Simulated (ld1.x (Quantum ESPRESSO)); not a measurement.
What one change does to a pseudopotential (Cu, PAW)

Cu, PAW, made with ld1.x (Quantum ESPRESSO) 7.5 (LDA (PZ), non-relativistic). Core [Ar], reference 3d10 4s1 4p0. Waves: 4s (bound): rcut 2.10, rcutus 2.65 bohr; 4s channel at 2.5 Ry: rcut 2.10, rcutus 2.65 bohr; 4p (bound, empty): rcut 2.75, rcutus 3.20 bohr; 4p channel at 0.9 Ry: rcut 2.75, rcutus 3.20 bohr; 3d (bound): rcut 1.30, rcutus 1.40 bohr; 3d channel at 3.2 Ry: rcut 1.30, rcutus 1.40 bohr. Local part: all-electron potential smoothed inside 1.25 bohr (lloc = -2). Core correction: Bessel-smoothed model core inside 1.20 bohr. Augmentation charge: PSQ, inside the norm-conserving radii.

All-electron outer shells of the reference configuration (LDA (PZ), non-relativistic, ld1.x):

```tsv
shell	level (eV)	outermost node (bohr)	outermost maximum (bohr)
3p	-71.00	0.26	0.62
3d	-5.50	–	0.60
4s	-4.69	0.90	2.30
4p	-0.79	0.98	3.52
```

Change: waves 3d (bound): rcut 1.30, rcutus 1.86 bohr; 3d channel at 3.2 Ry: rcut 1.30, rcutus 1.86 bohr.

Cutoffs: the cutoffs (Ry, on a coarse ladder) from which the occupation-weighted sum of valence levels, in a spherical-Bessel basis at the reference potential, stays within 10 and 1 mRy of its value at 400 Ry; they do not see the model core or the augmentation charge, which bear on the density cutoff. Errors are all-electron minus pseudo energies relative to the spin-unpolarised reference configuration.

Question: What does the change do?

Answer: The potential gets softer (55 Ry and 100 Ry → 30 Ry and 50 Ry); of the 9 tests that both files solve, the error grows in 2 and shrinks in 0 by more than 15 % and 0.3 meV (median size 52.5 → 51.4 meV); neither file shows a bound ghost. A larger radius leaves more room for a smooth pseudo-wave, so fewer plane waves are needed.

| quantity | base | changed |
| --- | --- | --- |
| cutoff, loose | 55 Ry | 30 Ry |
| cutoff, tight | 100 Ry | 50 Ry |
| loose cutoff by channel (10 mRy a level) | s 6 Ry, d 45 Ry | s 6 Ry, d 25 Ry |
| bound ghosts | none | none |
| error for 3d10 4s0 4p0, meV [ΔE 8.19 eV] | -3.8 | -6.0 |
| error for 3d9 4s0 4p0, meV [ΔE 30.03 eV] | -57 | -52 |
| error for 3d8 4s0 4p0, meV [ΔE 69.66 eV] | -497 | -499 |
| error for 3d9 4s1 4p1, meV [ΔE 7.18 eV] | -51 | -51 |
| error for 3d10 4s0 4p1, meV [ΔE 4.06 eV] | -0.8 | -1.6 |
| error for 3d9 4s1 4p0, meV [ΔE 12.14 eV] | -53 | -51 |
| error for 3d7 4s0 4p0, meV [ΔE 130.06 eV] | -1819 | -1922 |
| error for 3d10 4s1 4p0 (spin-polarised), meV [ΔE -0.18 eV] | -0.2 | -0.2 |
| error for 3d9 4s0 4p0 (spin-polarised), meV [ΔE 29.79 eV] | -57 | -53 |
| s: phases at 3.50 bohr within 0.05 rad from the reference energy up to (Ry; the scan ends near 5) | 3.5 | 3.5 |
| p: phases at 3.50 bohr within 0.05 rad from the reference energy up to (Ry; the scan ends near 5) | 2.2 | 2.2 |
| d: phases at 3.50 bohr within 0.05 rad from the reference energy up to (Ry; the scan ends near 5) | to the end of the scan | to the end of the scan |
| lowest overlap eigenvalue by channel | s 0.63, p 0.56, d 0.18 | s 0.63, p 0.56, d 0.85 |
